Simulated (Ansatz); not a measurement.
Series BiX3: vertical triplet (eV) at several levels, gas phase, relaxed structures; Ansatz. Core potentials for Bi, I in the def2 sets, no spin–orbit coupling. The structures are stationary points that may keep the symmetry of their start. Remarks come from the PBE and PBE0 runs and from stability tests at other levels; not every state was tested. HOMO above LUMO (over both spins in singlets and doublets, within one spin in higher multiplets; at PBE or PBE0), or a gap under 0.15 eV within one spin, warns that the state may not be the lowest or that an electron is smeared out.

```
       species    state          geometry  PBE-D4/def2-TZVP  r2SCAN-D4/def2-TZVP  PBE0-D4/def2-TZVP                                                 remarks
          BiI3  singlet   PBE-D4/def2-SVP              2.78                 2.85               2.94  gap within one spin near zero at PBE or PBE0 (triplet)
          BiF3  singlet  PBE-D4/def2-TZVP              5.76                 5.89               6.01  gap within one spin near zero at PBE or PBE0 (triplet)
          BiH3  singlet  PBE-D4/def2-TZVP              5.28                 5.25               5.29                                                       –
BiMe3 (C3H9Bi)  singlet  PBE0-D4/def2-SVP              4.67                 4.72               4.77                                                       –
```

(1) Estimate the rows for BiCl3 (singlet, r2SCAN-D4/def2-SVP geometry).

(1) 
```csv
species,state,geometry,PBE-D4/def2-TZVP,r2SCAN-D4/def2-TZVP,PBE0-D4/def2-TZVP
BiCl3,singlet,r2SCAN-D4/def2-SVP,4.28,4.43,4.51
```

Over the 5 species that have every level, the mean is 4.56 at PBE-D4/def2-TZVP, 4.63 at r2SCAN-D4/def2-TZVP, 4.70 at PBE0-D4/def2-TZVP.
